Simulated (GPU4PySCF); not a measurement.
C₈H₁₂CuN₄, charge +1, multiplicity 1. Atoms are numbered in the order given.

```xyz
25

Cu     0.0017     0.0006     0.0006
C      2.8716    -1.2603    -3.3590
C      1.9697    -0.8633    -2.3026
N      1.2542    -0.5484    -1.4643
H      2.7367    -0.6111    -4.2254
H      2.6688    -2.2917    -3.6515
H      3.9037    -1.1841    -3.0135
C      2.1083    -0.4217     4.0620
C      1.4465    -0.2884     2.7848
N      0.9211    -0.1827     1.7716
H      2.5025     0.5453     4.3781
H      2.9316    -1.1329     3.9806
H      1.4003    -0.7801     4.8108
C     -1.2660     4.3722    -0.6285
C     -0.8672     2.9979    -0.4306
N     -0.5508     1.9074    -0.2737
H     -1.0614     4.6733    -1.6571
H     -0.7102     5.0210     0.0501
H     -2.3335     4.4806    -0.4310
C     -3.7206    -2.6927    -0.0775
C     -2.5500    -1.8465    -0.0519
N     -1.6212    -1.1751    -0.0317
H     -4.5875    -2.1373     0.2837
H     -3.5631    -3.5630     0.5613
H     -3.9127    -3.0290    -1.0975
```
Charge +1, spin multiplicity 1.

Coordinates come from a PBE0-D3(BJ)/def2-TZVP optimisation. The multiplicity is an assumed one; other spin states were not compared. The isomer is the one that the SMILES or the coordinates give; other isomers of the formula were not compared.

Calculation: PBE0-D3(BJ)/def2-TZVP (GPU4PySCF).

Frequencies are harmonic and unscaled.

A small imaginary wavenumber (i) marks a very flat motion, where grid noise or a shallow saddle decides the sign.

| mode | ν (cm⁻¹) | IR (km/mol) | Raman (Å⁴/amu) | depolarisation | moving atoms (share of kinetic energy) |
|---|---|---|---|---|---|
| 1 | 11i | 0.0 | 0.0 | – | H 100 % |
| 2 | 9i | 0.0 | 0.0 | – | H 100 % |
| 3 | 8i | 0.0 | 0.0 | – | H 100 % |
| 4 | 2 | 0.0 | 0.0 | – | H 100 % |
| 5 | 24 | 0.0 | 4.7 | 0.75 | C 78 %, H 19 % |
| 6 | 24 | 0.0 | 4.7 | 0.75 | C 78 %, H 19 % |
| 7 | 29 | 8.3 | 2.9 | 0.75 | C 59 %, Cu 19 %, H 18 % |
| 8 | 29 | 8.3 | 2.9 | 0.75 | C 59 %, Cu 19 %, H 18 % |
| 9 | 30 | 8.3 | 2.9 | 0.75 | C 59 %, Cu 19 %, H 18 % |
| 10 | 84 | 0.0 | 0.0 | – | N 64 %, C 24 %, H 12 % |
| 11 | 84 | 0.0 | 0.0 | – | N 64 %, C 24 %, H 12 % |
| 12 | 84 | 0.0 | 0.0 | – | N 64 %, C 24 %, H 12 % |
| 13 | 142 | 0.0 | 0.6 | 0.75 | N 67 %, C 25 %, H 9 % |
| 14 | 142 | 0.0 | 0.6 | 0.75 | N 67 %, C 25 %, H 9 % |
| 15 | 144 | 16.9 | 2.0 | 0.75 | N 48 %, Cu 27 %, C 18 % |
| 16 | 144 | 16.9 | 2.0 | 0.75 | N 48 %, Cu 27 %, C 18 % |
| 17 | 145 | 16.9 | 2.0 | 0.75 | N 48 %, Cu 27 %, C 18 % |
| 18 | 208 | 0.0 | 2.3 | 0.00 | C 61 %, N 31 %, H 8 % |
| 19 | 220 | 0.6 | 7.5 | 0.75 | C 43 %, Cu 27 %, N 24 % |
| 20 | 220 | 0.6 | 7.5 | 0.75 | C 43 %, Cu 27 %, N 24 % |
| 21 | 220 | 0.6 | 7.5 | 0.75 | C 43 %, Cu 27 %, N 24 % |
| 22 | 405 | 0.0 | 0.0 | – | C 55 %, N 25 %, H 20 % |
| 23 | 405 | 0.0 | 0.0 | – | C 55 %, N 25 %, H 20 % |
| 24 | 405 | 0.0 | 0.0 | – | C 55 %, N 25 %, H 20 % |
| 25 | 412 | 2.9 | 1.2 | 0.75 | C 51 %, N 30 %, H 19 % |
| 26 | 412 | 2.9 | 1.3 | 0.75 | C 51 %, N 30 %, H 19 % |
| 27 | 412 | 2.9 | 1.2 | 0.75 | C 51 %, N 30 %, H 19 % |
| 28 | 413 | 0.0 | 5.4 | 0.75 | C 51 %, N 30 %, H 19 % |
| 29 | 413 | 0.0 | 5.4 | 0.75 | C 51 %, N 30 %, H 19 % |
| 30 | 965 | 0.3 | 17.5 | 0.75 | C 55 %, N 29 %, H 16 % |
| 31 | 965 | 0.3 | 17.5 | 0.75 | C 55 %, N 29 %, H 16 % |
| 32 | 965 | 0.3 | 17.5 | 0.75 | C 55 %, N 29 %, H 16 % |
| 33 | 971 | 0.0 | 40.0 | 0.00 | C 55 %, N 30 %, H 15 % |
| 34 | 1048 | 0.0 | 0.0 | – | H 65 %, C 34 % |
| 35 | 1048 | 0.0 | 0.0 | – | H 65 %, C 34 % |
| 36 | 1048 | 0.0 | 0.0 | – | H 65 %, C 34 % |
| 37 | 1048 | 1.1 | 0.6 | 0.75 | H 65 %, C 34 % |
| 38 | 1048 | 1.2 | 0.6 | 0.75 | H 65 %, C 34 % |
| 39 | 1048 | 8.7 | 0.3 | 0.75 | H 65 %, C 34 % |
| 40 | 1048 | 8.7 | 0.3 | 0.75 | H 65 %, C 34 % |
| 41 | 1048 | 8.5 | 0.3 | 0.75 | H 65 %, C 34 % |
| 42 | 1399 | 3.0 | 24.1 | 0.75 | H 79 %, C 21 % |
| 43 | 1399 | 3.0 | 24.2 | 0.75 | H 79 %, C 21 % |
| 44 | 1399 | 3.0 | 24.1 | 0.75 | H 79 %, C 21 % |
| 45 | 1400 | 0.0 | 25.0 | 0.00 | H 79 %, C 21 % |
| 46 | 1455 | 1.4 | 4.4 | 0.75 | H 97 % |
| 47 | 1455 | 1.5 | 3.6 | 0.75 | H 97 % |
| 48 | 1455 | 30.7 | 5.1 | 0.75 | H 97 % |
| 49 | 1455 | 11.6 | 10.0 | 0.75 | H 97 % |
| 50 | 1455 | 14.0 | 7.6 | 0.75 | H 97 % |
| 51 | 1456 | 6.0 | 6.5 | 0.75 | H 97 % |
| 52 | 1456 | 29.5 | 15.8 | 0.75 | H 97 % |
| 53 | 1456 | 21.1 | 16.0 | 0.75 | H 97 % |
| 54 | 2408 | 11.8 | 389.8 | 0.75 | C 61 %, N 39 % |
| 55 | 2408 | 11.8 | 389.2 | 0.75 | C 61 %, N 39 % |
| 56 | 2408 | 11.8 | 390.2 | 0.75 | C 61 %, N 39 % |
| 57 | 2415 | 0.0 | 807.5 | 0.00 | C 61 %, N 39 % |
| 58 | 3071 | 1.1 | 146.9 | 0.10 | H 97 % |
| 59 | 3072 | 1.1 | 187.6 | 0.07 | H 97 % |
| 60 | 3072 | 1.2 | 97.9 | 0.16 | H 97 % |
| 61 | 3072 | 0.5 | 624.6 | 0.01 | H 97 % |
| 62 | 3156 | 1.3 | 72.0 | 0.75 | H 91 %, C 9 % |
| 63 | 3156 | 1.3 | 73.6 | 0.75 | H 91 %, C 9 % |
| 64 | 3156 | 1.2 | 76.5 | 0.75 | H 91 %, C 9 % |
| 65 | 3156 | 1.1 | 63.4 | 0.75 | H 91 %, C 9 % |
| 66 | 3156 | 1.5 | 54.5 | 0.75 | H 91 %, C 9 % |
| 67 | 3156 | 1.5 | 97.0 | 0.75 | H 91 %, C 9 % |
| 68 | 3156 | 1.5 | 78.2 | 0.75 | H 91 %, C 9 % |
| 69 | 3156 | 1.3 | 73.4 | 0.75 | H 91 %, C 9 % |
